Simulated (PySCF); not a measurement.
C3H7Si, SMILES C1C[SiH]C1 (connectivity only; charge and spin as stated), charge +1, multiplicity 1.

The structure is a stationary point at r2SCAN-D4/def2-SVP. The geometry has at least one imaginary mode, so it is a saddle point at that level. The multiplicity is an assumed one; no other spin state was optimised. The isomer is the one that the SMILES or the coordinates give; other isomers of the formula were not compared.

Level of theory: r2SCAN-D4/def2-SVP run with PySCF.

Frequencies are harmonic and unscaled.

Computed vibrational spectrum:
| mode | ν (cm⁻¹) | IR (km/mol) | Raman (Å⁴/amu) | depolarisation | moving atoms (share of kinetic energy) |
|---|---|---|---|---|---|
| 1 | 42i | 0.5 | 0.5 | 0.75 | H 67 %, C 29 % |
| 2 | 252 | 0.0 | 0.5 | 0.75 | H 95 % |
| 3 | 379 | 0.0 | 1.3 | 0.75 | H 82 %, C 18 % |
| 4 | 529 | 32.3 | 15.6 | 0.33 | Si 47 %, C 45 %, H 9 % |
| 5 | 626 | 0.5 | 14.7 | 0.75 | H 71 %, C 27 % |
| 6 | 685 | 33.8 | 0.0 | – | H 80 %, C 14 % |
| 7 | 806 | 4.1 | 8.1 | 0.10 | C 62 %, H 32 % |
| 8 | 807 | 93.6 | 0.1 | 0.75 | H 39 %, Si 32 %, C 30 % |
| 9 | 855 | 16.0 | 0.3 | 0.74 | H 68 %, C 25 % |
| 10 | 895 | 3.3 | 23.3 | 0.09 | C 77 %, H 19 % |
| 11 | 911 | 0.0 | 0.7 | 0.75 | H 99 % |
| 12 | 957 | 13.3 | 2.3 | 0.75 | C 79 %, H 20 % |
| 13 | 1075 | 4.8 | 2.6 | 0.75 | H 77 %, C 23 % |
| 14 | 1122 | 37.4 | 3.2 | 0.32 | H 61 %, C 39 % |
| 15 | 1156 | 5.8 | 0.4 | 0.75 | H 72 %, C 27 % |
| 16 | 1217 | 0.0 | 8.1 | 0.75 | H 94 % |
| 17 | 1265 | 3.1 | 2.0 | 0.75 | H 73 %, C 26 % |
| 18 | 1328 | 96.1 | 6.0 | 0.75 | H 92 % |
| 19 | 1352 | 3.0 | 31.8 | 0.54 | H 93 % |
| 20 | 1451 | 3.4 | 5.2 | 0.74 | H 92 %, C 8 % |
| 21 | 2240 | 45.4 | 269.7 | 0.25 | H 96 % |
| 22 | 3043 | 56.0 | 19.0 | 0.75 | H 94 % |
| 23 | 3048 | 15.3 | 283.4 | 0.08 | H 94 % |
| 24 | 3093 | 0.3 | 140.0 | 0.10 | H 95 % |
| 25 | 3094 | 0.0 | 153.9 | 0.75 | H 91 %, C 9 % |
| 26 | 3094 | 37.3 | 6.3 | 0.49 | H 91 %, C 9 % |
| 27 | 3169 | 2.9 | 83.6 | 0.75 | H 90 %, C 10 % |
